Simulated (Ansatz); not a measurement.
Cost and result for the atomization energy of C$_{3}$H$_{8}$AlB, SMILES `B[C]1([AlH2])CC1` (13 atoms, 13 bonds).

```xyz
13

B    -1.475   -0.491    0.717
C    -0.122   -0.245    0.058
Al    0.488   -1.240   -1.484
C     0.116    1.305   -0.013
C     0.924    0.501    0.899
H    -1.750    0.080    1.741
H    -2.304   -1.208    0.227
H     1.862   -0.786   -2.152
H    -0.336   -2.459   -2.078
H    -0.658    1.940    0.402
H     0.564    1.687   -0.924
H     0.724    0.578    1.962
H     1.966    0.337    0.645
```

Charge 0, multiplicity 1. Geometry: relaxed with PBE0-D4/def2-TZVP. Program: Ansatz. All runs use 4 threads of an Arm Neoverse V1 on a shared host. Times are those of one run each, without the atoms' runs, and a repeat can differ threefold. Electronic energies, without spin–orbit coupling; frozen cores. CCSD(T)/CBS adds CCSD(T) − MP2 in def2-TZVPP to the MP2 limit, and its time is that of the two runs behind it. T1 = 0.010. B3LYP takes the VWN-RPA correlation (the form of Gaussian; ORCA's B3LYP/G).

CCSD(T)/CBS is a level of theory with its own doubt, some kJ/mol a heavy atom from the limit and from the frozen cores, so smaller differences don't rank the functionals.

```
                             level  functions  wall time
   PBE-D4/def2-TZVPP (with forces)        278      2.9 s
                PBE0-D4/def2-TZVPP        278      3.2 s
r2SCAN-D4/def2-TZVPP (with forces)        278      5.5 s
 B3LYP-D4/def2-TZVPP (with forces)        278      5.5 s
                 B2PLYP/def2-TZVPP        278      6.5 s
                ωB97X-V/def2-TZVPP        278        9 s
  ωB97M-V/def2-TZVPP (with forces)        278       13 s
                    MP2/def2-QZVPP        538       28 s
                CCSD(T)/def2-TZVPP        278    2.6 min
                 CCSD(T)/CBS(def2)          –      3 min
```

**Question.** What atomization energy does each give, and how far from CCSD(T)/CBS? (An estimate is asked.)

**Answer.** Computed: 
| level | atomization (kJ/mol) | difference from CCSD(T)/CBS | per bond |
| --- | --- | --- | --- |
| PBE-D4/def2-TZVPP (with forces) | 4806.6 | 84.3 | 6.5 |
| PBE0-D4/def2-TZVPP | 4764.9 | 42.6 | 3.3 |
| r2SCAN-D4/def2-TZVPP (with forces) | 4761.9 | 39.6 | 3.0 |
| B3LYP-D4/def2-TZVPP (with forces) | 4736.9 | 14.6 | 1.1 |
| B2PLYP/def2-TZVPP | 4688.9 | -33.4 | -2.6 |
| ωB97X-V/def2-TZVPP | 4752.6 | 30.3 | 2.3 |
| ωB97M-V/def2-TZVPP (with forces) | 4754.2 | 31.9 | 2.4 |
| MP2/def2-QZVPP | 4746.7 | 24.4 | 1.9 |
| CCSD(T)/def2-TZVPP | 4621.9 | -100.4 | -7.7 |
| CCSD(T)/CBS(def2) | 4722.3 | 0.0 | 0.0 |

From PBE to PBE0 (25 % exact exchange), in def2-TZVPP and without D4, the atomization energy moves by −37.6 kJ/mol: exact exchange takes away binding that semilocal exchange gives to molecules. The D4 term adds +42.5 kJ/mol with B3LYP and +22.3 kJ/mol with PBE0; it sums over pairs of atoms, weighted by their polarisabilities, and B3LYP, whose exchange is more repulsive, gets the larger term. In def2-TZVPP, CCSD(T) changes the Hartree–Fock value by +1015.3 kJ/mol (the triples alone add +59.0 kJ/mol) and MP2 by +1080.6 kJ/mol; breaking electron pairs costs correlation energy, which Hartree–Fock lacks.
